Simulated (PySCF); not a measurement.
A structure optimised at PBE0-D3(BJ)/def2-SVP, used in a PySCF frequency run:

```
C
C 1 1.3424
H 2 1.0921 1 120.08
H 1 1.0923 2 116.13 3 0.00
C 1 1.4447 4 114.45 2 180.00
F 5 1.3313 1 117.38 4 180.00
C 5 1.3464 6 116.73 1 180.00
H 7 1.0909 5 120.35 6 0.00
Cl 2 1.7140 3 112.84 1 180.00
Cl 7 1.7144 8 115.81 5 180.00
```
Charge 0, spin multiplicity 1.

Question: Write its SMILES, formula and point group.

Answer: FC(/C=C\Cl)=C/Cl, C4H3Cl2F, Cs

Question: What are its rotational constants (standard atomic weights)?

Answer: 5.1629, 0.75529, 0.65890 GHz
